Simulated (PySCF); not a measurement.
Compound: C5H6O2.
Geometry (GFN2-xTB, Å), atoms numbered from 1 in this order:
```xyz
13
C5H6O2 angstrom
C     -2.2015   -0.0083   -0.0011
O     -1.1135    0.8250   -0.3204
C      0.1146    0.2888   -0.1195
C      1.3292    0.9985   -0.3392
C      2.3234    0.1271   -0.0255
O      1.8254   -1.0520    0.3676
C      0.4767   -0.9567    0.3109
H     -2.2053   -0.9119   -0.6193
H     -2.1794   -0.2983    1.0545
H     -3.0983    0.5749   -0.2015
H      1.4177    2.0073   -0.6819
H      3.3902    0.2290   -0.0391
H     -0.0834   -1.8230    0.5969
```

Level of theory: PySCF, TDDFT CAM-B3LYP/def2-SVPD, vertical, gas phase, core orbitals frozen in the response.

Transition dipole moments from the ground state, in atomic units and in the frame of the coordinates above (overall signs are arbitrary), for the states with f of 0.002 or more among the lowest 8:

```tsv
state	E (eV)	μx	μy	μz
S1	6.058	-0.631	-0.568	0.173
S2	6.223	0.024	-0.078	-0.260
S3	6.676	-0.013	0.070	0.197
S4	6.873	0.579	-0.011	0.002
S5	6.895	0.017	0.105	0.298
S6	7.422	0.009	-0.121	-0.353
S8	7.760	0.646	-0.626	0.229
```

(1) Work out the oscillator strengths.

(2) Which bond between heavy atoms lies closest to the direction of the S8 transition dipole?

(3) What angle do the transition dipoles of S2 and S4 make?

(4) How is the summed strength of these states shared among x, y and z?

(5) What peak molar absorption coefficient would the strongest computed level give as a lone Gaussian band 0.5 eV wide at half height?

Results:

(1) f = (2/3) ΔE |μ|² with ΔE in hartree (27.2114 eV).

```
state  |μ|² (au)  |μ| (D)      f
   S1      0.751     2.20  0.111
   S2      0.074     0.69  0.011
   S3      0.044     0.53  0.007
   S4      0.335     1.47  0.056
   S5      0.100     0.80  0.017
   S6      0.139     0.95  0.025
   S8      0.862     2.36  0.164
```

(2) C4–C5, at 3° from it; next O2–C3 at 21°.

(3) |cos θ| = |μa·μb| / (|μa| |μb|) = 0.09, so θ ≈ 85° (taken between 0 and 90°, since the signs are arbitrary).

(4) (2/3) Σ ΔE μα² gives 0.195 for x, 0.129 for y and 0.069 for z, 0.392 in all.

(5) ε(max) = 2.175×10⁸ f / FWHM, with the width in cm⁻¹. S8: 2.175×10⁸ × 0.1638 / 4033 ≈ 8800 L mol⁻¹ cm⁻¹.

One conformer stands for the species.
